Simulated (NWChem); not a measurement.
# C2H6O2Si, singlet; SMILES [Si](OC)OC

```xyz
11

Si     1.0121    -0.0241     0.0000
O     -0.3955    -0.9409     0.0000
C     -0.4558    -2.3403     0.0000
H      0.5461    -2.8099     0.0000
H     -0.9985    -2.6964     0.8911
H     -0.9985    -2.6964    -0.8911
O      0.3634     1.4994     0.0000
C     -0.9625     1.9657     0.0000
H     -1.1326     2.5918     0.8909
H     -1.1326     2.5918    -0.8909
H     -1.6875     1.1369     0.0000
```
Atoms are numbered in this order, from 1.

Computed with NWChem. Medium grid unless said otherwise, to which SCAN and Minnesota functionals are sensitive. Low-valent species are run as closed-shell singlets; no triplet was tried in these runs. Coordinates come from a PBE0/def2-SVP optimisation.

For level CAM-B3LYP/def2-SVP:

- highest occupied level (eV) = -8.20
- orbital gap (eV) = 8.49

### Question
How do the values read with level M06-2X/def2-SVP instead?

### Answer
| Item | Value |
|---|---|
| highest occupied level (eV) | -7.96 |
| orbital gap (eV) | 7.96 |
